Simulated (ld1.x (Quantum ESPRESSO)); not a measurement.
## tantalum (Ta): one change to an ultrasoft potential, before and after

* Element: tantalum
* Generator: ld1.x (Quantum ESPRESSO) 7.5
* Type: ultrasoft
* Functional: PBE
* Relativity: scalar-relativistic
* Frozen core: [Xe] 4f14
* Valence charge: 5
* Reference configuration: 5d3 6s2 6p0
* Partial waves: 6s (bound): rcut 2.40, rcutus 2.55 bohr; 6s channel at 0.2 Ry: rcut 2.40, rcutus 2.55 bohr; 6p (bound, empty): rcut 3.40, rcutus 4.20 bohr; 6p channel at 1 Ry: rcut 3.40, rcutus 4.20 bohr; 5d (bound): rcut 1.95, rcutus 2.20 bohr; 5d channel at 0.9 Ry: rcut 1.95, rcutus 2.20 bohr
* Local potential: all-electron potential smoothed inside 3.20 bohr (lloc = -1)
* Core correction: none
* Augmentation charge: built from norm-conserving waves at rcut, not smoothed further

All-electron outer shells of the reference configuration (PBE, scalar-relativistic, ld1.x):

```csv
shell,level (eV),outermost node (bohr),outermost maximum (bohr)
5p,-39.40,0.58,1.13
4f,-24.70,–,0.44
6s,-5.44,1.32,2.78
5d,-3.59,0.65,1.58
6p,-1.39,1.60,3.89
```

Change: local potential all-electron potential smoothed inside 2.30 bohr (lloc = -2).

Cutoffs: the cutoffs (Ry, on a coarse ladder) from which the occupation-weighted sum of valence levels, in a spherical-Bessel basis at the reference potential, stays within 10 and 1 mRy of its value at 400 Ry; they do not see the model core or the augmentation charge, which bear on the density cutoff. Errors are all-electron minus pseudo energies relative to the spin-unpolarised reference configuration.

Task: Predict the effect on cutoff, ghosts and configuration errors.

Result: The potential gets neither clearly harder nor softer (18 Ry and 25 Ry → 18 Ry and 25 Ry); of the 7 tests that both files solve, the error grows in 0 and shrinks in 1 by more than 15 % and 0.3 meV (median size 4.6 → 4.3 meV); the range in which the d phases agree narrows (upper end at the end of the scan → 2.8); neither file shows a bound ghost.

```csv
quantity,base,changed
"cutoff, loose",18 Ry,18 Ry
"cutoff, tight",25 Ry,25 Ry
bound ghosts,none,none
"error for 5d3 6s1 6p0, meV [ΔE 8.47 eV]",+5.3,+5.4
"error for 5d3 6s0 6p0, meV [ΔE 23.44 eV]",+103,+103
"error for 5d2 6s0 6p0, meV [ΔE 47.04 eV]",+205,+205
"error for 5d3.5 6s1.5 6p0, meV [ΔE 0.99 eV]",-2.3,-2.2
"error for 5d2 6s2 6p0, meV [ΔE 7.68 eV]",-4.6,-4.3
"error for 5d3 6s1 6p1, meV [ΔE 4.18 eV]",+0.3,+0.3
"error for 5d3 6s0 6p1, meV [ΔE 13.55 eV]",-0.9,0.0
s: phases at 4.55 bohr within 0.05 rad from the reference energy up to (Ry; the scan ends near 5),3.7,3.7
p: phases at 4.55 bohr within 0.05 rad from the reference energy up to (Ry; the scan ends near 5),1.0,0.9
d: phases at 4.55 bohr within 0.05 rad from the reference energy up to (Ry; the scan ends near 5),to the end of the scan,2.8
lowest overlap eigenvalue by channel,"s 0.03, p 0.58, d 1.00","s 0.18, p 0.54, d 1.00"
```
